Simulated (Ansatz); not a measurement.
Molecule: tribromo(methoxy)silane, CH3Br3OSi (charge 0, singlet). 
Structure (B3LYP-D3(BJ)/def2-TZVP (Ansatz, a quantum-chemistry and plane-wave program) minimum search):
SMILES: CO[Si](Br)(Br)Br
```xyz
9

Si    -0.2451    -0.0137    -0.1955
Br     0.0921    -1.7579     1.1353
Br    -0.0120     1.8328     1.0141
Br     1.1993    -0.0278    -1.8543
O     -1.7181    -0.0785    -0.8501
C     -2.9599    -0.0907    -0.1436
H     -3.7519    -0.1388    -0.8876
H     -3.0199    -0.9629     0.5096
H     -3.0716     0.8185     0.4495
```

Property: atomisation energy (electronic, to ground-state atoms), in kcal/mol. Correlated levels leave the core frozen unless marked. UHF or UKS for open shells. Spin-orbit coupling is left out. Frozen are the shells of the preceding noble gas and the d and f shells that filled before the atom's block. Non-relativistic. The coupled-cluster limit lacks core correlation, which all-electron functionals hold. CBS(X,Y): correlation extrapolated as X^-3; Hartree-Fock from the larger set.

```json
[
 {"level": "BHLYP-D3(BJ)/def2-TZVPD", "program": "Ansatz + dftd3", "atomisation energy (kcal/mol)": "725.0"},
 {"level": "r2SCAN0/def2-TZVPD", "program": "Ansatz", "atomisation energy (kcal/mol)": "742.9"}
]
```

Question: Estimate the value at CCSD(T)/CBS(def2-TZVPPD,def2-QZVPPD) as computed with Ansatz.

Answer: 753.6 kcal/mol
